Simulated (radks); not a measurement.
Species: F I. Configuration: [He] 2s2 2p5. Method: scalar-relativistic Kohn-Sham, r2SCAN, spin-polarised, spherical densities, finite nucleus; open shells are filled with parallel spins first; meta-GGA in the generalised Kohn-Sham scheme; Fermi nuclear charge, rms radius 2.8976 fm; computed with a radial shooting solver on a logarithmic mesh with Libxc functionals.

Radial electron density D(r) = 4 pi r^2 rho(r):

r (bohr)  D(r) (e/bohr)  spin D(r)
0.008523         0.3560  0.0000448
0.01049          0.5204  0.0000674
0.01302          0.7652   0.000104
0.01604           1.098   0.000159
0.0199            1.576   0.000254
0.0245            2.198   0.000408
0.03041           3.043   0.000693
0.03744           4.064    0.00120
0.04647           5.324    0.00221
0.05721           6.660    0.00410
0.07101           8.026    0.00795
0.08743           9.101     0.0151
0.1085            9.691     0.0293
0.1336            9.524     0.0541
0.1658            8.527     0.0990
0.2041            6.997      0.169
0.2534            5.346      0.280
0.3119            4.306      0.427
0.3871            4.189      0.612
0.4767            4.877      0.792
0.5869            5.787      0.922
0.7284            6.233      0.945
0.8968            5.802      0.839
1.113             4.572      0.632
1.37              3.087      0.405
1.701             1.722      0.208
2.094            0.8193     0.0859
2.599            0.3086     0.0240
3.2             0.09659    0.00353
3.971           0.02212  -0.000547

D(r) has 2 maxima, at r = 0.116, 0.728 bohr, and minima at 0.355 bohr, inside which lie 2.20 electrons.
